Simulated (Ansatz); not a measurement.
C9H14O3S2⁺, that is dimethylphenylsulfonium mesylate with one electron fewer. The state is a doublet with charge 1. Geometry PBE0-D4/def2-SVP, that of the neutral singlet; atoms count from 1.

| atom | x (Å) | y (Å) | z (Å) |
| --- | --- | --- | --- |
| C1 | -0.603 | 1.669 | 3.507 |
| S2 | -0.360 | 1.154 | 1.815 |
| O3 | -1.722 | 0.848 | 1.290 |
| O4 | 0.330 | 2.254 | 1.135 |
| O5 | 0.459 | -0.105 | 1.929 |
| H6 | -1.107 | 0.862 | 4.052 |
| H7 | 0.381 | 1.877 | 3.946 |
| H8 | -1.220 | 2.577 | 3.499 |
| C9 | 0.497 | -3.030 | -1.227 |
| S10 | 0.462 | -1.795 | 0.106 |
| C11 | -1.240 | -1.988 | 0.651 |
| C12 | 0.522 | -0.313 | -0.874 |
| C13 | 1.747 | 0.348 | -0.889 |
| C14 | 1.866 | 1.516 | -1.632 |
| C15 | 0.765 | 2.021 | -2.319 |
| C16 | -0.460 | 1.360 | -2.270 |
| C17 | -0.593 | 0.182 | -1.542 |
| H18 | 1.486 | -2.971 | -1.700 |
| H19 | 0.367 | -4.021 | -0.768 |
| H20 | -0.289 | -2.838 | -1.970 |
| H21 | -1.198 | -2.644 | 1.530 |
| H22 | -1.600 | -0.978 | 0.948 |
| H23 | -1.842 | -2.436 | -0.150 |
| H24 | 2.579 | -0.023 | -0.289 |
| H25 | 2.815 | 2.055 | -1.641 |
| H26 | 0.855 | 2.955 | -2.878 |
| H27 | -1.331 | 1.775 | -2.782 |
| H28 | -1.563 | -0.311 | -1.475 |

In the doublet geometry the species has come apart into loosely held pieces.

Q: Estimate the Mulliken populations from the PBE0/def2-SVP orbitals of Ansatz.

A: 
```
atom  charge (e)  spin (α − β)
  C1       -0.10          0.00
  S2        0.87         -0.16
  O3       -0.35          0.37
  O4       -0.30          0.39
  O5       -0.40          0.36
  H6        0.12          0.00
  H7        0.13          0.00
  H8        0.13          0.00
  C9       -0.14          0.00
 S10        0.20          0.00
 C11       -0.16          0.01
 C12       -0.24          0.00
 C13        0.06          0.00
 C14        0.00          0.02
 C15        0.03          0.01
 C16       -0.01         -0.01
 C17        0.05          0.03
 H18        0.14          0.00
 H19        0.14          0.00
 H20        0.13          0.00
 H21        0.15          0.00
 H22        0.14         -0.01
 H23        0.13          0.00
 H24        0.06          0.00
 H25        0.07          0.00
 H26        0.07          0.00
 H27        0.07          0.00
 H28        0.05          0.00
```
Mulliken values depend strongly on the basis.

Q: Where does the spin sit?

A: Summed by element: C 0.06, S -0.17, O 1.12, H -0.02, of 1 unpaired in all. Largest on single atoms: O4 0.39, O3 0.37, O5 0.36.

Q: And the Mayer bond orders between heavy atoms (over 0.3)?

A: C1–S2 0.91 (1.79 Å); S2–O3 1.45 (1.49 Å); S2–O4 1.55 (1.47 Å); S2–O5 1.40 (1.51 Å); C9–S10 0.93 (1.82 Å); S10–C11 0.94 (1.80 Å); S10–C12 0.95 (1.78 Å); C12–C13 1.36 (1.39 Å); C12–C17 1.35 (1.39 Å); C13–C14 1.41 (1.39 Å); C14–C15 1.38 (1.39 Å); C15–C16 1.40 (1.39 Å); C16–C17 1.41 (1.39 Å).
